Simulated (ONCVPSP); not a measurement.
What the settings do to the ONCV potential of boron

Base potential:

```json
{
  "Element": "boron (B)",
  "Generator": "ONCVPSP 4.0.1",
  "Type": "optimised norm-conserving Vanderbilt (ONCV)",
  "Functional": "PBEsol",
  "Relativity": "non-relativistic",
  "Frozen core": "[He]",
  "Valence charge": "3",
  "Reference configuration": "2s1 (charge +2)",
  "Partial waves": "2s: rc 1.00 bohr, ncon 4, nbas 7, qcut 8.3 1/bohr, 1 projector; p scattering state at 0.29 Ha: rc 0.80 bohr, ncon 4, nbas 9, qcut 8.9 1/bohr, 3 projectors, debl 0.4 Ha",
  "Local potential": "polynomial inside 0.70 bohr (lpopt 4, dvloc0 4 Ha)",
  "Core correction": "Teter function, fcfact 3, rcfact 1.7"
}
```

All-electron outer shells of the reference configuration (PBEsol, non-relativistic, ld1.x):

```
shell  level (eV)  outermost node (bohr)  outermost maximum (bohr)
   1s     -209.96                      –                      0.21
   2s      -31.27                   0.46                      1.39
```

Cutoffs, loose and tight: the cutoffs (Ha) at which the residual kinetic energy of the hardest occupied pseudo-wave falls to 1 and 0.1 mHa per electron. They do not see the model core or the augmentation charge, which bear on the density cutoff. Test errors are all-electron minus pseudo excitation energies from the reference, over the configurations 2s2 2p1; 2s2; 2s2 2p0.5; 2s1 2p1. A dash means not determined; rows that change the core or the reference have their own tests.

A true bound ghost makes a file unfit for plane-wave use even where its test errors are small: the radial tests pick states by their node count and pass the ghost by.

| change | outcome | cutoff, loose | cutoff, tight | bound ghosts | GHOST(+) flags above zero | largest test error (meV) |
| --- | --- | --- | --- | --- | --- | --- |
| base | generated | 30 Ha | 104 Ha | p | none | +4.9 |
| p: rc 0.56; local potential polynomial inside 0.56 bohr (lpopt 4, dvloc0 4 Ha) | generated | 30 Ha | 104 Ha | p | p | +5.1 |
| p: rc 0.64; local potential polynomial inside 0.64 bohr (lpopt 4, dvloc0 4 Ha) | generated | 30 Ha | 104 Ha | p | p | +4.2 |
| p: rc 0.74 | generated | 30 Ha | 104 Ha | p | none | +4.5 |
| p: rc 0.98 | generated, projector energies reset by the program | 30 Ha | 104 Ha | none | p | +6.6 |
| p: rc 1.06 | generated, projector energies reset by the program | 30 Ha | 104 Ha | none | p | +7.5 |
| p: rc 1.16 | generated, projector energies reset by the program | 30 Ha | 104 Ha | none | p | +8.7 |

Q: What comes out with this change to the base: p: rc 0.88?

A: outcome: generated, projector energies reset by the program; cutoff, loose: 30 Ha; cutoff, tight: 104 Ha; bound ghosts: p; GHOST(+) flags above zero: none; largest test error (meV): +5.6.

Reading the sweep of the p radius (base included, trends over the rows without a ghost): Bound ghosts are found at 0.56, 0.64, 0.74, 0.8, 0.88 bohr.
